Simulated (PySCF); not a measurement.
PySCF input for C3H, SMILES [C]([C])[CH-] (connectivity only; charge and spin as stated), charge -1, multiplicity 1, PBE0-D3(BJ)/def2-TZVPD. The structure is a stationary point at PBE0-D3(BJ)/def2-TZVPD.

```python
import numpy as np
from pyscf import gto, scf, dft, df
from pyscf.hessian import thermo

mol = gto.M(
    atom='''
    C     0.16176722    1.21942614    0.00000000
    C     0.00687487   -0.11353338    0.00000000
    C    -0.02971100   -1.39118550    0.00000000
    H    -0.83358650    1.71175638    0.00000000
    ''',
    basis='def2-TZVPD',
    charge=-1,
    spin=0,
    max_memory=1600,
    verbose=3,
)
mf = dft.RKS(mol, xc='pbe0').density_fit(auxbasis='def2-universal-jkfit')
mf.disp = 'd3bj'
mf.grids.level = 3
mf.conv_tol = 1e-11
mf.max_cycle = 100
mf.kernel()

# [left out here: the lines that compute and print the analytic Hessian (its translational invariance restored by hand, since the grid's response is missing), thermochemistry and intensities]
```

Program output:

```
converged SCF energy = -114.632243243018

WARN: DFTD3 does not support analytical Hessian, using finite difference


WARN: Mole.unit (angstrom) is changed to Bohr

Mode                                 0                   1                   2
Irrep
Freq [cm^-1]                      292.2321            429.8999           1029.2932
Reduced mass [au]                   9.4708              4.3605              1.2994
Force const [Dyne/A]                0.4765              0.4748              0.8111
Char temp [K]                     420.4570            618.5302           1480.9237
Normal mode                   x     y     z       x     y     z       x     y     z
       0   C                 0.00 -0.00 -0.10   -0.07  0.03 -0.00    0.10  0.02  0.00
       1   C                -0.00 -0.00  0.24    0.22 -0.01  0.00   -0.09  0.01 -0.00
       2   C                 0.00 -0.00 -0.12   -0.13  0.01 -0.00    0.02  0.04  0.00
       3   H                 0.00  0.00 -0.16   -0.24 -0.32 -0.00   -0.35 -0.79  0.00
Mode                                 3                   4                   5
Irrep
Freq [cm^-1]                     1155.3438           1876.4874           2885.1656
Reduced mass [au]                  10.8921             10.5756              1.0851
Force const [Dyne/A]                8.5661             21.9406              5.3218
Char temp [K]                    1662.2825           2699.8476           4151.1109
Normal mode                   x     y     z       x     y     z       x     y     z
       0   C                -0.03 -0.22 -0.00    0.00  0.07  0.00    0.07 -0.04  0.00
       1   C                 0.02  0.05  0.00   -0.01 -0.23 -0.00    0.00  0.01 -0.00
       2   C                 0.01  0.18 -0.00    0.00  0.15  0.00   -0.00 -0.00  0.00
       3   H                 0.07 -0.06 -0.00   -0.01  0.11  0.00   -0.84  0.46  0.00
temperature 298.1500 [K]
pressure 101325.00 [Pa]
Rotational constants [GHz] 527.38609 11.43760 11.19481
Symmetry number 1
Zero-point energy (ZPE) 0.01747 [Eh]   45867.349 [J/mol]
                           tot       elec      trans        rot        vib
Entropy [J/mol/K]       243.999      0.000    153.794     79.933     10.272
Cv [J/mol/K]             40.403      0.000     12.472     12.472     15.459
Cp [J/mol/K]             48.717      0.000     20.786     12.472     15.459
Internal energy [J/mol]                      3718.434   3718.434  47876.567
Internal energy [Eh]   -114.61118  -114.63224
Enthalpy [J/mol]                             6197.391   3718.434  47876.567
Enthalpy [Eh]          -114.61023
Gibbs free energy [J/mol]                  -39656.255 -20113.464  44813.876
Gibbs free energy [Eh] -114.63794
mode   freq/cm-1   IR/(km/mol)
   1      292.23        27.271
   2      429.90        13.680
   3     1029.29        40.319
   4     1155.34         2.957
   5     1876.49        57.374
   6     2885.17       188.237
max |gradient| / (hartree/bohr): 2.157930514861279e-05
APT charges: [-0.2675 -0.386  -0.3397 -0.0068]
```

The calculation finished and met its thresholds.

Cost: roughly 24 core-seconds.
